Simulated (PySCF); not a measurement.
Ground-state electric properties of a mixed set of molecules.

All values: wB97X-D/def2-SVPD (PySCF) at GFN2-xTB geometries, gas phase, one conformer each. Core orbitals are frozen in the response; Δα² is half the sum of the squared differences of the principal polarisabilities.

Problem. Rank by mean static polarisability, highest first.
A. `C(=C\C#CC)/C#N`
B. `CN1CCC=N1`
C. `C=C/C(C)=N\N`
D. `CO[C@]1(C=O)C[SiH2]1`

Solution. A (12.68 Å³), D (12.29 Å³), C (10.74 Å³), B (9.27 Å³).

Problem. Rank by HOMO–LUMO gap, highest first.
A. `CN1CCC=N1`
B. `CC#C/C=C/C#N`
C. `CO[C@]1(C=O)C[SiH2]1`

Solution. A (9.71 eV), C (9.26 eV), B (8.63 eV).

All values together:

```json
{"SMILES": "C=C/C(C)=N\\N", "formula": "C4H8N2", "μ (D)": "1.80", "HOMO (eV)": "-7.95", "LUMO (eV)": "0.75", "α (Å³)": "10.74", "Δα (Å³)": "7.80", "electrons": "46", "α per electron (Å³)": "0.233"}
{"SMILES": "CC#C/C=C/C#N", "formula": "C6H5N", "μ (D)": "5.61", "HOMO (eV)": "-9.08", "LUMO (eV)": "-0.46", "α (Å³)": "12.68", "Δα (Å³)": "14.76", "electrons": "48", "α per electron (Å³)": "0.264"}
{"SMILES": "CO[C@]1(C=O)C[SiH2]1", "formula": "C4H8O2Si", "μ (D)": "2.82", "HOMO (eV)": "-8.65", "LUMO (eV)": "0.61", "α (Å³)": "12.29", "Δα (Å³)": "3.40", "electrons": "62", "α per electron (Å³)": "0.198"}
{"SMILES": "CN1CCC=N1", "formula": "C4H8N2", "μ (D)": "2.18", "HOMO (eV)": "-7.55", "LUMO (eV)": "2.16", "α (Å³)": "9.27", "Δα (Å³)": "3.86", "electrons": "46", "α per electron (Å³)": "0.201"}
```

Conformers: `[CH2:1]=[CH:2]/[C:3]([CH3:4])=[N:5]\[NH2:6]` with C1–C2–C3–C4 3°, C3–N5–N6–H -22° and -160°; `[CH3:1][O:2][C@:3]1([CH:4]=[O:5])[CH2:6][SiH2:7]1` with C1–O2–C3–C4 78°, O2–C3–C4–O5 -175°; `[CH3:1][N:2]1[CH2:3][CH2:4][CH:5]=[N:6]1` with C1–N2–C3–C4 154°, N2–C3–C4–C5 -11°, C3–C4–C5–N6 6°, C1–N2–N6–C5 -152°.
